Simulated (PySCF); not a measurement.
Compound: C₄H₉ClOSi.
Z-matrix (Å and degrees, PBE0-D3(BJ)/def2-SVP geometry), rows numbered from 1:
```
C 
C   1  1.3398
C   2  1.4920  1  124.84
O   2  1.3587  1  123.67  3  -179.97
Si  4  1.6819  2  127.59  1    -1.26
C   5  1.8800  4  104.82  2  -179.18
Cl  6  1.7925  5  107.00  4  -179.17
H   1  1.0899  2  120.33  3    -0.07
H   1  1.0934  2  122.28  3   179.85
H   3  1.1017  2  110.03  1  -120.07
H   3  1.0970  2  111.57  1     1.12
H   3  1.1014  2  109.95  1   122.34
H   5  1.4896  4  110.79  2    62.14
H   5  1.4897  4  110.60  2   -60.69
H   6  1.0992  5  112.40  4   -60.27
H   6  1.0992  5  112.23  4    62.18
```

Computed with PySCF at PBE0/pcSseg-1, non-relativistic, on one gas-phase PBE0-D3(BJ)/def2-SVP geometry that isn't relaxed in the solvent. The solvent is an IEF-PCM continuum (Bondi radii, 1.10 Å for H, scaled by 1.2). The model holds no explicit solvent molecules, cavitation or dispersion.

```csv
run,E − E(gas) (kJ/mol),HOMO (eV),HOMO–LUMO gap (eV),dipole (D)
gas,0.00,-6.86,7.03,1.85
P,-11.66,-6.83,7.06,2.20
Q,-16.24,-6.85,7.08,2.33
```

Task: The runs were made in chloroform and dimethylsulfoxide. Which run belongs to which solvent?

Result: P = chloroform, Q = dimethylsulfoxide. The dielectric constants are 4.711 (chloroform), 46.83 (dimethylsulfoxide), and the energy falls further as ε rises. In this model the ground state sees the solvent through ε alone.

Task: How constant is the ratio of the lowering to (ε − 1)/(2ε + 1)?

Result: 
```tsv
solvent	(ε − 1)/(2ε + 1)	E − E(gas) (kJ/mol)	ratio (kJ/mol)	polarisation term (kJ/mol)
chloroform	0.356	-11.66	-32.7	-12.51
dimethylsulfoxide	0.484	-16.24	-33.6	-17.89
```

The ratio changes by +2.5 % in size from chloroform to dimethylsulfoxide. The polarisation term is half the interaction of the solute with the induced surface charges.
